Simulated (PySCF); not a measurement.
C$_{4}$H$_{12}$NSi (SMILES CN(C)[Si](C)C), doublet, at a GFN2-xTB geometry.

Input for PySCF:
```python
from pyscf import gto, scf, mp

mol = gto.Mole()
mol.atom = '''
    C     1.47598303   -0.63183151    1.36072763
    N     0.90989550    0.02948944    0.21618136
    C     1.92186935    0.55811203   -0.65810281
    Si   -0.67630915   -0.37435750   -0.37449758
    C    -1.82499270   -0.51854130    1.14315112
    C    -1.24713670    1.06935370   -1.48540107
    H     2.10771027   -1.48119756    1.07024335
    H     2.09741409    0.07155301    1.92387189
    H     0.68492818   -0.99481951    2.00938050
    H     1.45884825    1.06972134   -1.49606793
    H     2.57640866   -0.23168633   -1.04883475
    H     2.54635003    1.27194759   -0.11177425
    H    -2.86256635   -0.49757800    0.82559496
    H    -1.67390825   -1.44256320    1.69198787
    H    -1.66892322    0.31080831    1.83079913
    H    -0.76373648    1.06220686   -2.45705957
    H    -2.31690686    1.00487576   -1.65653659
    H    -1.04089684    2.02875314   -1.01415706
'''
mol.basis = 'sto-3g'
mol.spin = 1
mol.verbose = 3
mol.build()

mf = scf.UHF(mol)
mf.kernel()

pt = mp.MP2(mf, frozen=10)
pt.kernel()
print('E(MP2) = %.10f' % pt.e_tot)
```

Task: What is the computed SCF-reference HOMO energy (MP2/STO-3G (PySCF))?

Result: -5.11 eV

Task: Predict the total energy from MP2/STO-3G.

Result: -496.241825 Ha

Task: What SCF-reference dipole moment does MP2/STO-3G give?

Result: 1.15 D

Task: Predict the nuclear repulsion energy from MP2/STO-3G.

Result: 314.2220 Eh

Task: Estimate the number of basis functions that MP2/STO-3G returns for this input.

Result: 46

Task: Estimate the SCF-reference <S^2> that MP2/STO-3G returns for this input.

Result: 0.752

These values belong to the state on which the SCF converged, which isn't shown to be the lowest.
